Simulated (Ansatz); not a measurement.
Relaxation of BH$_{4}$NOSi (8 atoms, charge 0, multiplicity 1), to a largest force component of 0.015 eV/Å in at most 40 steps.

These are results of RKS PBE-D4/STO-3G (Ansatz 0.2.0), not measurements.

```xyz
8
Properties=species:S:1:pos:R:3:forces:R:3
O -0.564 0.894 -1.404 -0.93 -0.23 -1.73
Si 0.162 0.754 0.103 -2.38 1.52 4.11
B 1.493 2.188 0.414 -2.53 -0.18 1.95
N 1.858 0.868 -0.028 3.15 1.19 -3.22
H -1.554 1.128 -1.208 0.39 -0.11 0.02
H -0.168 -0.411 0.960 -0.08 0.12 -0.42
H 1.761 3.349 0.694 0.33 -1.37 -0.78
H 2.072 0.957 -1.068 2.05 -0.93 0.09
```

**Question.** Where does it end, and by what steps?

**Answer.** The forces met the threshold. Limits of this set-up: minimal basis. After 16 steps the energy has fallen by 1.913 eV; H5 moved furthest, 0.81 Å.

| step | energy less start (eV) | largest force component (eV/Å) | accepted |
| --- | --- | --- | --- |
| 0 | 0.0000 | 4.108 | yes |
| 1 | -1.0750 | 2.350 | yes |
| 2 | -1.4094 | 1.740 | yes |
| 3 | -1.5981 | 2.385 | yes |
| 4 | -1.7332 | 1.287 | yes |
| 5 | -1.7704 | 0.463 | yes |
| 6 | -1.7966 | 0.251 | yes |
| 7 | -1.7968 | 1.503 | yes |
| 8 | -1.8449 | 0.441 | yes |
| 9 | -1.8605 | 0.603 | yes |
| 10 | -1.8863 | 0.407 | yes |
| 11 | -1.8999 | 0.191 | yes |
| 12 | -1.8883 | 0.821 | no |
| 13 | -1.9123 | 0.085 | yes |
| 14 | -1.9118 | 0.133 | no |
| 15 | -1.9131 | 0.133 | yes |
| 16 | -1.9134 | 0.008 | yes |

```xyz
8
Properties=species:S:1:pos:R:3
O -1.072 1.275 -1.197
Si 0.015 1.065 0.124
B 1.483 2.226 0.418
N 1.746 1.118 -0.362
H -1.471 0.329 -1.321
H -0.282 -0.182 0.841
H 2.052 3.162 0.835
H 2.587 0.734 -0.874
```

Run time: 31 s on 1 thread of Arm Neoverse V1 (shared host), peak memory 0.14 GiB.
